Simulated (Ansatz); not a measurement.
Q: Name a neutral molecule of C, O, Si and H with HOMO energy (PBE0/def2-TZVPP) between -7.40 and -7.10 eV and LUMO energy (PBE0/def2-TZVPP) between -0.70 and -0.40 eV (Ansatz, PBE0-D4/def2-TZVP geometry).

A: `[SiH3]C1=CO[SiH2]1` (-7.22 eV, -0.51 eV); `CC1O[SiH2]1` (-7.31 eV, -0.46 eV); `OC[SiH](O)[SiH3]` (-7.37 eV, -0.57 eV). Other molecules can fit too; these were computed, each in one conformer that needn't be the lowest.
